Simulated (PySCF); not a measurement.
## UHF on Ag²⁺ (silver, charge +2)

Configuration: [Kr] 4d9, 2D determinant. Calculation: PySCF 2.14, in cc-pVDZ-PP with ECP28MDF; scalar relativity through the core potential.

* Total energy: -145.095196 hartree
* One-electron energy: -246.0856 hartree
* Hartree (Coulomb) energy: 113.8047 hartree
* Exchange energy: -12.8143 hartree
* ⟨S²⟩: 0.7520
* ⟨L²⟩: 6.020
* Sum of ⟨r⟩: 19.77 bohr
* Sum of ⟨r²⟩: 26.96 bohr²
* Traceless quadrupole moment −½Σ⟨3z² − r²⟩ along its main axis: -0.565 e·bohr²
* Time after the integrals: 0.14 s of wall time on 1 thread of Neoverse-V1 (shared host)

| shell | electrons | mean orbital energy (eV) | spread (eV) | rms radius, mean of both spins (bohr) |
| --- | --- | --- | --- | --- |
| 4s α | 1 | -142.38 | 0 | 0.980 |
| 4s β | 1 | -140.15 | 0 | 0.980 |
| 4p α | 3 | -100.16 | 1.930 | 1.07 |
| 4p β | 3 | -97.445 | 1.284 | 1.07 |
| 4d α | 5 | -36.623 | 2.217 | 1.42 |
| 4d β | 4 | -35.420 | 1.689 | 1.42 |

Energies and moments cover only the electrons outside the core potential.
